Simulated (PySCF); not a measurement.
## How methods differ on the electron affinity of Pt

Pt⁻ [Xe] 4f14 5d9 6s2 (2D) → Pt [Xe] 4f14 5d9 6s1 (3D), as a difference of total energies. All numbers are calculated (PySCF 2.14, the spin-free X2C one-electron Hamiltonian (Gaussian nucleus), in x2c-TZVPPall with one added diffuse shell each of s, p, d, f type (12s8p8d4f1g, 113 functions)). Correlated levels: valence: [Xe] 4f14 frozen; valence and next inner shell: [Kr] 4d10 4f14 frozen. The calculations carry no spin-orbit coupling.

```json
{"method": "UHF", "electron affinity (eV)": "0.443"}
{"method": "LDA", "electron affinity (eV)": "2.425"}
{"method": "PBE", "electron affinity (eV)": "2.146"}
{"method": "PBE0", "electron affinity (eV)": "1.842"}
{"method": "r2SCAN", "electron affinity (eV)": "2.023"}
{"method": "MP2 (valence)", "electron affinity (eV)": "1.892"}
{"method": "SCS-MP2 (valence)", "electron affinity (eV)": "1.906"}
{"method": "MP2 (valence and next inner shell)", "electron affinity (eV)": "1.997"}
{"method": "SCS-MP2 (valence and next inner shell)", "electron affinity (eV)": "1.967"}
```

Errors of the correlated levels include the incompleteness of this basis and the frozen core.

In the anion the highest occupied orbital energy is positive at LDA, PBE, PBE0, r2SCAN, a self-interaction effect; the basis confines that electron, and the energy difference can still be sensible.

Q: Which method comes closest to the reference value, and which is furthest?

A: The reference is 2.125 eV (measured; photodetachment measurements, as compiled on the Wikipedia data page of electron affinities). Closest: PBE (error 0.021 eV); furthest: UHF (error -1.682 eV).
